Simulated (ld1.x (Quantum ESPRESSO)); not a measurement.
# Which change was made? (C, TM)

```
Element                 : carbon (C)
Generator               : ld1.x (Quantum ESPRESSO) 7.5
Type                    : norm-conserving Troullier–Martins (Kleinman–Bylander form)
Functional              : LDA (PZ)
Relativity              : scalar-relativistic
Frozen core             : [He]
Valence charge          : 4
Reference configuration : 2s2 2p0 (charge +2)
Partial waves           : 2p (bound, empty): rc 2.60 bohr; 3d channel at 0.15 Ry: rc 2.55 bohr; 2s (bound): rc 0.90 bohr
Local potential         : the s channel
Core correction         : a·sin(br)/r model core, default radius (core density twice the valence density)
```

Cutoffs, loose and tight: the cutoffs (Ry, on a coarse ladder) from which the occupation-weighted sum of valence levels, in a spherical-Bessel basis at the reference potential, stays within 10 and 1 mRy of its value at 400 Ry. They do not see the model core or the augmentation charge, which bear on the density cutoff. Test errors are all-electron minus pseudo excitation energies from the reference, over the configurations 2s2 2p2; 2s2 2p1; 2s1 2p0; 2s2 2p1.5; 2s1 2p3; 2s0 2p4; 2s2 2p2.3 (two spin-polarised tests are not counted in the largest error); variants that change the core or the reference have their own tests. The largest error is taken over the tests solved by every variant that gives reliable tests at all, those not shown here included: 2s1 2p0; 2s2 2p1; 2s2 2p1.5.

The base gives: outcome: generated; cutoff, loose: 70 Ry; cutoff, tight: 120 Ry; bound ghosts: none; largest test error (meV): +503.

(1) After one change the result is: outcome: generated; cutoff, loose: 40 Ry; cutoff, tight: 90 Ry; bound ghosts: d; largest test error (meV): +402. Which change was it?
A. type RRKJ; local potential the p channel
B. all radii but the core radius scaled by about 1.42 (s 1.28, p 3.70, d 3.62 bohr)
C. wave 2p (bound): rc 2.60 bohr becomes 2p (bound): rc 2.22 bohr

Results:

(1) A. The others give: wave 2p (bound): rc 2.60 bohr becomes 2p (bound): rc 2.22 bohr → outcome: generated; cutoff, loose: 70 Ry; cutoff, tight: 120 Ry; bound ghosts: none; largest test error (meV): +293 | all radii but the core radius scaled by about 1.42 (s 1.28, p 3.70, d 3.62 bohr) → outcome: generated; cutoff, loose: 35 Ry; cutoff, tight: 80 Ry; bound ghosts: none; largest test error (meV): +1483.
